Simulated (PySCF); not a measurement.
## Spin states and ions at one geometry of [La(H2CO)]3+

PySCF 2.14.0, RKS B3LYP, La def2-SVP with ECP46, O def2-SVP, C def2-SVP, H def2-SVP; non-relativistic Hamiltonian with scalar-relativistic core potentials where named; density fitting; no spin-orbit coupling; singlets restricted, open shells unrestricted. The geometry is relaxed for charge +3, singlet, vacuum:

```xyz
5

La    0.0000    0.0000   -0.3249
O     0.0000    0.0000    1.9192
C     0.0000    0.0000    3.1850
H     0.9682    0.0000    3.7329
H    -0.9682    0.0000    3.7329
```

Energies count from the relaxed state; an electron taken off or put on is at rest in vacuum. Charges and spins are Mulliken's.

```tsv
state	energy (eV)	spin squared	charge on La1 (e)	spin on La1 (e)	dipole about the centre of mass (D)
charge +3, singlet, vacuum	0.00	0.00	2.47	0.00	3.41
charge +4, doublet, vacuum	27.02	0.75	2.76	0.01	12.63
charge +2, doublet, vacuum	-16.52	0.75	1.63	1.00	3.37
```

Q: What does the state charge +3, triplet, vacuum give?

A: energy (eV) 3.60, spin squared 2.01, charge on La1 (e) 2.32, spin on La1 (e) 0.39, dipole about the centre of mass (D) 5.49.

With an electron taken off (doublet) the charges change, summed by element, by La +0.29 e, O +0.25 e, C +0.16 e, H +0.30 e. The vertical ionisation energy is 27.02 eV, against −ε(HOMO) = 24.12 eV of the relaxed state. The level lies 2.9 eV too high, as is usual for semilocal functionals and global hybrids, which keep a self-interaction error.

With an electron put on (doublet) the charges change, summed by element, by La -0.84 e, O -0.01 e, C -0.05 e, H -0.11 e. The vertical electron affinity is 16.52 eV, against −ε(LUMO) = 19.18 eV of the relaxed state.

Open shells may have lower solutions than those found.
